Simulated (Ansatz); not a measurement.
A nudged elastic band was laid between two geometries of CH₅BClFSi (10 atoms, charge 0, multiplicity 1).

Computed with RKS PBE0/def2-SVP in Ansatz 0.2.0.

- movable images: 7
- climbing image: yes
- spring: 5.0 eV/Å²
- optimiser: quadratic models (default)
- start path: IDPP
- force threshold: 0.05 eV/Å
- iteration limit: 60
- end points: relaxed

First end point:

```xyz
10
Properties=species:S:1:pos:R:3
B -0.210 0.640 1.785
Si -0.524 0.455 -0.196
C 0.668 -0.820 -0.993
F 0.552 -2.014 -0.343
Cl 0.283 -1.040 -2.726
H -1.015 1.225 2.471
H 0.784 0.217 2.327
H -1.917 0.019 -0.514
H -0.263 1.779 -0.849
H 1.726 -0.513 -0.959
```

Last end point:

```xyz
10
Properties=species:S:1:pos:R:3
B -0.594 0.185 1.691
Si -0.389 0.685 -0.248
C 0.790 -0.571 -1.093
F 2.009 -0.556 -0.494
Cl 0.042 -2.197 -0.885
H -1.549 0.547 2.335
H 0.268 -0.444 2.254
H -1.658 0.698 -1.037
H 0.234 2.049 -0.341
H 0.930 -0.447 -2.178
```

(1) Which bonds break or form, and what moves?

(2) What energy profile does the band end with?

(3) What is the geometry of the highest image?

(4) What are the harmonic wavenumbers there?

Results:

(1) No bond is made or broken. The dihedral H8–Si2–C3–H10 goes from 171 to 51°.

(2) It converged. The highest image is number 4 of 0 to 8, 2.2 kcal/mol above the first end and 3.2 kcal/mol above the last; the last end lies 1.1 kcal/mol below the first. A vibrational analysis at the climbing image gives one clearly imaginary mode, 74i cm⁻¹: a first-order saddle point.

```json
{"image": "0", "path coordinate (Å)": "0.00", "energy (kcal/mol)": "0.0", "dihedral H8–Si2–C3–H10 (°)": "171"}
{"image": "1", "path coordinate (Å)": "0.47", "energy (kcal/mol)": "0.3", "dihedral H8–Si2–C3–H10 (°)": "157"}
{"image": "2", "path coordinate (Å)": "0.95", "energy (kcal/mol)": "1.1", "dihedral H8–Si2–C3–H10 (°)": "143"}
{"image": "3", "path coordinate (Å)": "1.42", "energy (kcal/mol)": "1.8", "dihedral H8–Si2–C3–H10 (°)": "128"}
{"image": "4", "path coordinate (Å)": "1.89", "energy (kcal/mol)": "2.2", "dihedral H8–Si2–C3–H10 (°)": "114"}
{"image": "5", "path coordinate (Å)": "2.44", "energy (kcal/mol)": "1.7", "dihedral H8–Si2–C3–H10 (°)": "96"}
{"image": "6", "path coordinate (Å)": "3.00", "energy (kcal/mol)": "0.6", "dihedral H8–Si2–C3–H10 (°)": "80"}
{"image": "7", "path coordinate (Å)": "3.55", "energy (kcal/mol)": "-0.6", "dihedral H8–Si2–C3–H10 (°)": "65"}
{"image": "8", "path coordinate (Å)": "4.11", "energy (kcal/mol)": "-1.1", "dihedral H8–Si2–C3–H10 (°)": "51"}
```

(3) 
```xyz
10
Properties=species:S:1:pos:R:3
B -0.481 0.374 1.784
Si -0.444 0.562 -0.219
C 0.788 -0.686 -1.045
F 1.361 -1.482 -0.100
Cl -0.050 -1.711 -2.250
H -1.376 0.884 2.416
H 0.395 -0.188 2.393
H -1.782 0.437 -0.869
H 0.078 1.943 -0.507
H 1.595 -0.183 -1.600
```

(4) 74i, 85, 152, 209, 325, 334, 405, 561, 599, 651, 734, 783, 835, 903, 919, 1110, 1153, 1201, 1335, 2185, 2242, 2596, 2700, 3107 cm⁻¹.

Time of the run: 99 s on 2 threads of Arm Neoverse V2, on a shared host, peak memory 0.24 GiB.
